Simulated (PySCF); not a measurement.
SMILES c1c(-c2[se]ccc2)c(C)ccc1 (C11H10Se) (GFN2-xTB optimised geometry):

```
22

C     -2.350    -0.744    -0.007
C     -1.564     0.531     0.000
C     -2.234     1.746    -0.003
C     -1.554     2.950    -0.003
C     -0.170     2.952    -0.002
C      0.514     1.753     0.000
C     -0.161     0.531     0.000
C      0.648    -0.684    -0.023
C      1.801    -0.842    -0.740
C      2.479    -2.067    -0.556
C      1.893    -2.911     0.330
Se     0.332    -2.209     1.037
H     -3.390    -0.548    -0.257
H     -2.322    -1.213     0.980
H     -1.942    -1.452    -0.727
H     -3.315     1.746    -0.007
H     -2.101     3.881    -0.003
H      0.375     3.884     0.001
H      1.594     1.753     0.018
H      2.155    -0.091    -1.427
H      3.390    -2.307    -1.079
H      2.241    -3.884     0.624
```

Computed with PySCF 2.14.0 with CAM-B3LYP/def2-SVP.

### Question
What are the frontier orbital energies and the dipole moment?

### Answer
HOMO-2 -8.27 eV, HOMO-1 -8.02 eV, HOMO -7.30 eV, LUMO 0.08 eV, LUMO+1 1.17 eV; dipole moment 0.22 D.

Meta-Löwdin charges at CAM-B3LYP/def2-SVP: C1 -0.30, C2 0.02, C3 -0.11, C4 -0.10, C5 -0.11, C6 -0.10, C7 -0.01, C8 -0.13, C9 -0.14, C10 -0.13, C11 -0.25, Se12 0.28, H13 0.10, H14 0.10, H15 0.11, H16 0.10, H17 0.10, H18 0.10, H19 0.10, H20 0.11, H21 0.11, H22 0.12.
